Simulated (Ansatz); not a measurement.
The lowest doublet and quartet of CF (SMILES [C]F); geometries from B3LYP-D3(BJ)/def2-TZVP, each state relaxed from the structure named, with no frequency check.
Doublet (charge 0, multiplicity 2):
```xyz
2

C      0.00000     0.00000    -0.76528
F      0.00000     0.00000     0.51019
```
Quartet (charge 0, multiplicity 4):
```xyz
2

C      0.0000     0.0000    -0.7965
F      0.0000     0.0000     0.5310
```

A positive gap puts the quartet lower; no zero-point energy. U- takes an unrestricted doublet. The quartet is unrestricted in single-reference levels. Active spaces average the two states.

Correlated levels freeze the cores.

Codes used: Ansatz (Gaussian orbitals). Each number belongs to the level named beside it.

```json
[
 {"level": "U-r2SCAN/def2-TZVPP", "gap E(doublet) − E(quartet), adiabatic (kcal/mol)": "?"},
 {"level": "U-SCS-MP2/cc-pVTZ", "gap E(doublet) − E(quartet), adiabatic (kcal/mol)": "-82.66"},
 {"level": "U-CCSD/cc-pVQZ", "gap E(doublet) − E(quartet), adiabatic (kcal/mol)": "-79.38"},
 {"level": "U-CCSD(T)/cc-pVQZ", "gap E(doublet) − E(quartet), adiabatic (kcal/mol)": "-81.36"},
 {"level": "U-CCSDT/cc-pVTZ", "gap E(doublet) − E(quartet), adiabatic (kcal/mol)": "-80.91"},
 {"level": "U-CCSDT(Q)/cc-pVTZ", "gap E(doublet) − E(quartet), adiabatic (kcal/mol)": "-81.02"},
 {"level": "SC-NEVPT2 on SA-CASSCF(3,4)/cc-pVTZ", "gap E(doublet) − E(quartet), adiabatic (kcal/mol)": "-77.88"},
 {"level": "FIC-MRCISD+Q on SA-CASSCF(3,4)/cc-pVDZ", "gap E(doublet) − E(quartet), adiabatic (kcal/mol)": "-78.22"},
 {"level": "FIC-MRCISD+Q on SA-CASSCF(3,4)/cc-pVQZ", "gap E(doublet) − E(quartet), adiabatic (kcal/mol)": "-80.74"}
]
```

**Question.** Fill in the missing entries.

**Answer.** 
- U-r2SCAN/def2-TZVPP, gap E(doublet) − E(quartet), adiabatic (kcal/mol): -70.50

Ansatz is a first-principles code.
